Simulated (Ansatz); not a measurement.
Start from `BN(C=C)CC` and change one atom or group to get `BN(C=C)[SiH2]Cl`.

Ansatz, PBE0-D4/def2-TZVP geometries, multiplicity 1. Each molecule was computed in one conformer, which needn't be the lowest.

```tsv
property	`BN(C=C)CC`
size of the dipole moment (B3LYP/def2-TZVPP) / D	1.31
size of the dipole moment (PBE/def2-TZVPP) / D	1.45
LUMO energy (B3LYP/def2-TZVPP) / eV	-0.75
ideal-gas entropy at 298 K and 1 bar (rigid rotor, harmonic PBE0-D4/def2-TZVP) / J/(mol·K)	339
HOMO–LUMO gap (B3LYP/def2-TZVPP) / eV	5.74
size of the dipole moment (ωB97M-V/def2-TZVPP) / D	1.27
```

What does the change do to each property? (An estimate is asked.)

Computed: 
```csv
property,`BN(C=C)[SiH2]Cl`,shift
size of the dipole moment (B3LYP/def2-TZVPP) / D,1.12,-0.19
size of the dipole moment (PBE/def2-TZVPP) / D,1.09,-0.36
LUMO energy (B3LYP/def2-TZVPP) / eV,-1.06,-0.31
"ideal-gas entropy at 298 K and 1 bar (rigid rotor, harmonic PBE0-D4/def2-TZVP) / J/(mol·K)",364,25
HOMO–LUMO gap (B3LYP/def2-TZVPP) / eV,5.97,0.23
size of the dipole moment (ωB97M-V/def2-TZVPP) / D,1.11,-0.16
```

With PBE0 the HOMO falls by 0.55 eV and the LUMO falls by 0.32 eV, so the gap widens by about 0.23 eV. PBE moves the HOMO by -0.53 eV and ωB97M-V by -0.57 eV. The zero-point energy changes by -125.5 kJ/mol with -9 modes. Dipoles are sizes alone; their direction can turn.

Positive LUMOs are unbound, so they and the gaps depend on the basis.

B3LYP here is the variant with VWN-RPA as its local correlation; programs differ in this.
